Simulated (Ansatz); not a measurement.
Start from `[CH3][Zn][CH2][AlH2]` and change one atom or group to get `B[CH2][Zn][CH3]`.

Ansatz, PBE0-D4/def2-TZVP geometries, multiplicity 1. Each molecule was computed in one conformer, which needn't be the lowest.

Scalar relativity is left out up to krypton.

```json
{"property": "HOMO–LUMO gap (PBE0/def2-TZVPP) / eV", "`[CH3][Zn][CH2][AlH2]`": "5.95"}
{"property": "LUMO energy (PBE/def2-TZVPP) / eV", "`[CH3][Zn][CH2][AlH2]`": "-1.96"}
{"property": "LUMO energy (PBE0/def2-TZVPP) / eV", "`[CH3][Zn][CH2][AlH2]`": "-1.21"}
{"property": "HOMO–LUMO gap (B3LYP/def2-TZVPP) / eV", "`[CH3][Zn][CH2][AlH2]`": "5.51"}
{"property": "size of the dipole moment (ωB97M-V/def2-TZVPP) / D", "`[CH3][Zn][CH2][AlH2]`": "1.37"}
{"property": "LUMO energy (B3LYP/def2-TZVPP) / eV", "`[CH3][Zn][CH2][AlH2]`": "-1.41"}
```

Problem. What does the change do to each property? (Estimate.)

Solution. The calculation gave: 
```tsv
property	`B[CH2][Zn][CH3]`	shift
HOMO–LUMO gap (PBE0/def2-TZVPP) / eV	6.36	0.41
LUMO energy (PBE/def2-TZVPP) / eV	-1.99	-0.03
LUMO energy (PBE0/def2-TZVPP) / eV	-1.12	0.09
HOMO–LUMO gap (B3LYP/def2-TZVPP) / eV	5.90	0.39
size of the dipole moment (ωB97M-V/def2-TZVPP) / D	1.95	0.58
LUMO energy (B3LYP/def2-TZVPP) / eV	-1.34	0.07
```

With PBE0 the HOMO falls by 0.32 eV and the LUMO rises by 0.09 eV, so the gap widens by about 0.41 eV. PBE moves the HOMO by -0.34 eV and ωB97M-V by -0.33 eV. Dipoles are sizes alone; their direction can turn.

B3LYP here is the variant with VWN-RPA as its local correlation; programs differ in this.
